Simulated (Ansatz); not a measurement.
Vertical singlet–triplet gap (eV) of eight halogen compounds: PBE beside CAM-B3LYP, computed with Ansatz (a quantum-chemistry and plane-wave program) for isolated molecules in the bases named; differences from unrounded values. The eight are the first of their class met in an unordered collection, after screening for sound electronic states; none was chosen by its value. Functionals give these values as differences of separate SCF runs (ΔSCF), EOM-CCSD as a root; each molecule has one DFT geometry for both levels.

```json
[
 {"molecule": "C₄H₅Cl, SMILES C(C(Cl)=C)=C", "basis": "def2-SVPD", "CAM-B3LYP": "3.22", "PBE": "3.11", "difference": "-0.11"},
 {"molecule": "C₄H₇F, SMILES C(/C)=C(/C)F", "basis": "def2-SVPD", "CAM-B3LYP": "4.33", "PBE": "4.37", "difference": "0.04"},
 {"molecule": "C2H2F4, SMILES FC(F)C(F)F", "basis": "def2-SVPD", "CAM-B3LYP": "9.27", "PBE": "8.08", "difference": "-1.18"},
 {"molecule": "C4H5Br, SMILES C(=C)(C=C)Br", "basis": "def2-SVPD", "CAM-B3LYP": "3.23", "PBE": "3.10", "difference": "-0.12"},
 {"molecule": "1,1-dichlorocyclopropane (C3H4Cl2), SMILES C1(Cl)(Cl)CC1", "basis": "def2-SVPD", "CAM-B3LYP": "6.21", "PBE": "5.51", "difference": "-0.70"},
 {"molecule": "C₃H₃F₃, SMILES C=C(F)C(F)F", "basis": "def2-SVPD", "CAM-B3LYP": "4.33", "PBE": "4.40", "difference": "0.06"},
 {"molecule": "Se(Cl)(OMe) (CH₃ClOSe), SMILES Cl[Se]OC", "basis": "def2-SVPD", "CAM-B3LYP": "2.34", "PBE": "2.19", "difference": "-0.15"},
 {"molecule": "C4H2BrCl, SMILES C#C/C=C(/Cl)Br", "basis": "def2-SVPD", "CAM-B3LYP": "3.07", "PBE": "3.01", "difference": "-0.06"}
]
```

PBE lies below CAM-B3LYP in 6 and above it in 2 of the eight; the mean signed difference is -0.28 and the largest -1.18 eV.
